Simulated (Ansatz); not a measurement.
Li4H⁺, relaxed as a singlet with RKS PBE0-D4/def2-TZVP in Ansatz, starting from the GFN1-xTB geometry. Force threshold 0.02 eV/Å.

The structure comes from a short search, and lower isomers may exist.

Start:

```csv
atom,x (Å),y (Å),z (Å)
Li1,-1.261,0.356,0.788
Li2,-0.417,2.142,-0.867
Li3,1.260,0.047,0.699
Li4,-0.156,-1.043,-1.047
H5,0.574,-1.504,0.427
```

```csv
step,energy (eV),largest force component (eV/Å),SCF passes
1,-827.0062,0.834,19
2,-827.3008,0.186,23
3,-827.3651,0.188,23
4,-827.4277,0.095,23
5 (rejected),-827.2988,0.932,23
6,-827.4426,0.134,21
7,-827.4602,0.103,21
8,-827.4672,0.066,20
9,-827.4692,0.005,20
```

Force components are those of the run's own axes.

End:

```xyz
5

Li   -1.185   -0.100    1.013
Li   -0.309    2.219   -1.038
Li    1.414    0.092    0.663
Li   -0.087   -1.008   -1.203
H     0.167   -1.203    0.566
```

Bonds formed: Li1–H5 (atoms count from 1). Metal–metal contacts that move far: Li1–Li2 2.58 to 3.22 Å.

No frequencies were taken in this run, so the end may be a saddle point.

Hardware: 4 threads of Arm Neoverse V2 on a shared host. Wall time 3.1 s.
